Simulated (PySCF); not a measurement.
# Zn²⁺: interval between two levels

Zn²⁺ [Ar] 3d10 → Zn²⁺ [Ar] 3d9 4p1 [3F4, M_J = 4], as a difference of total energies. All numbers are calculated (PySCF 2.14, the two-component X2C-1e Hamiltonian, in x2c-SVPall-2c with one added diffuse shell each of s, d type (6s5p4d1f, 48 functions)). Correlated levels: [Ne] frozen; the 6 highest virtual spinors dropped. "Screened" scales the spin-orbit matrix elements by Boettger's factors to mimic the two-electron term; Breit and QED terms are absent.

```csv
method,interval between two levels (cm⁻¹)
GHF (spin-free),130550
GMP2 (spin-free),146860
GHF (screened spin-orbit),129760
GMP2 (screened spin-orbit),146090
```

The labels give the starting determinants; with spin-orbit coupling the two ends relaxed to ⟨J²⟩ = 0.00, ⟨L²⟩ = 0.00, ⟨S²⟩ = 0.00 and ⟨J²⟩ = 20.00, ⟨L²⟩ = 12.00, ⟨S²⟩ = 2.00.
